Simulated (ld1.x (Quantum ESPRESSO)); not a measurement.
# An all-electron radial function and its pseudo partner (cobalt)

Columns: radius, all-electron u(r) and pseudo u(r) of the 3d shell (level -8.10 eV) of cobalt in the configuration [Ar] 3d7 4s2 4p0; BLYP, scalar-relativistic, PAW scheme, ld1.x (Quantum ESPRESSO) 7.5.

```
r (bohr)  all-electron  pseudo
   0.138        0.1616  0.0096
   0.275        0.5161  0.0693
   0.413        0.7894  0.2023
   0.550        0.9230  0.3884
   0.688        0.9508  0.5803
   0.825        0.9165  0.7213
   0.963        0.8522  0.7813
   1.100        0.7775  0.7638
   1.238        0.7012  0.7009
   1.375        0.6289  0.6289
   1.513        0.5618  0.5618
   1.650        0.5013  0.5013
   1.788        0.4466  0.4466
   1.925        0.3980  0.3980
   2.062        0.3548  0.3548
   2.200        0.3161  0.3161
   2.338        0.2817  0.2817
   2.475        0.2514  0.2514
   2.613        0.2242  0.2242
   2.750        0.2002  0.2002
   2.888        0.1787  0.1787
   3.025        0.1597  0.1597
   3.162        0.1428  0.1428
   3.300        0.1276  0.1276
   3.438        0.1140  0.1140
   3.575        0.1020  0.1020
```

(1) How many radial nodes do the two functions have?

(2) At about which radius was the pseudo-wave matched?

(3) Where does each function peak?

(4) Is the pseudo-wave norm-conserving?

Results:

(1) The all-electron 3d function has n − l − 1 = 0; the pseudo-wave has 0.

(2) 1.40 bohr. The columns agree to 0.0005 from 1.24 bohr on; several derivatives are matched, so the curves merge somewhat inside the radius.

(3) Outermost all-electron maximum near 0.69 bohr, pseudo maximum near 0.96 bohr (to the table’s step).

(4) No, it belongs to a PAW set: the norm inside the radius is not constrained, and the difference is carried by the augmentation charge.
